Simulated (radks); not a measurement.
Fractional charge and spin in the 5s shell of cerium: the spin-up occupation runs from 0 to 1 and the spin-down occupation from 0 to 1; the fullest corner is Ce2+, [Kr] 4d10 4f(up 1, down 1) 5p6 5s(up 1, down 1). Calculated with a radial shooting solver on a logarithmic mesh with Libxc functionals: scalar-relativistic Kohn-Sham, LDA (Slater exchange, Perdew-Wang correlation), spin-polarised, spherical densities, point nucleus. Energy (eV) minus the two flat planes that join the four corners (they meet along the diagonal where the two added fractions sum to one electron); zero is where a piecewise linear energy would lie.

down \ up       0     0.5       1
0           0.000  -1.644   0.000
0.5        -1.644   0.202  -1.545
1           0.000  -1.545   0.000

Corners above the fullest one (they belong to Ce3+ and the next ion): (up 1, down 0) 56.334 eV, (up 0, down 1) 56.334 eV, (up 0, down 0) 126.25 eV. With half an added electron in each spin the energy lies 0.202 eV from the planes, and with half an added electron in spin up alone -1.644 eV. The planes are only a guide here: the flat-plane condition holds for ground states with one frontier orbital, while this shell lies below other occupied shells, so the corners above the fullest one are inner-hole states and not the ground states of those ions.
